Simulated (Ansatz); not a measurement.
Geometry optimisation, Ansatz, RKS PBE-D4/def2-SVP.

input.yaml

```yaml
crystal:
  periodic: [false, false, false]
  atoms:
    - { symbol: Al, position_ang: [0.0, 0.0, 0.0] }
    - { symbol: Cl, position_ang: [0.0, 0.0, 2.23] }
    - { symbol: Cl, position_ang: [1.9312, 0.0, -1.115] }
    - { symbol: Cl, position_ang: [-1.9312, 0.0, -1.115] }
basis:
  gaussian: { orbitals: def2-SVP }
hamiltonian:
  xc: pbe
  dispersion: d4
relax:
  f_tol: 0.02
  max_steps: 40
```

Launched with:

```bash
$ ansatz run input.yaml --threads 1 --pin off --max-ram 2048MiB --backend cpu --events-out ev --progress --plain --runs-dir out
```

Q: Where does it end, and by what steps?

A: It converged. After 3 steps the energy has fallen by 0.424 eV; Cl2 moved furthest, 0.14 Å.

| step | energy less start (eV) | largest force component (eV/Å) | accepted |
| --- | --- | --- | --- |
| 0 | 0.0000 | 1.855 | yes |
| 1 | -0.4077 | 0.425 | yes |
| 2 | -0.4228 | 0.109 | yes |
| 3 | -0.4238 | 0.006 | yes |

```xyz
4
Properties=species:S:1:pos:R:3
Al 0.000 0.000 0.000
Cl 0.000 0.000 2.093
Cl 1.812 0.000 -1.046
Cl -1.812 0.000 -1.046
```

Whether the end is a true minimum wasn't checked by a vibrational analysis.

Time of the run: 8.5 s on 1 thread of Arm Neoverse V1, with other jobs on the host, peak memory 0.12 GiB.
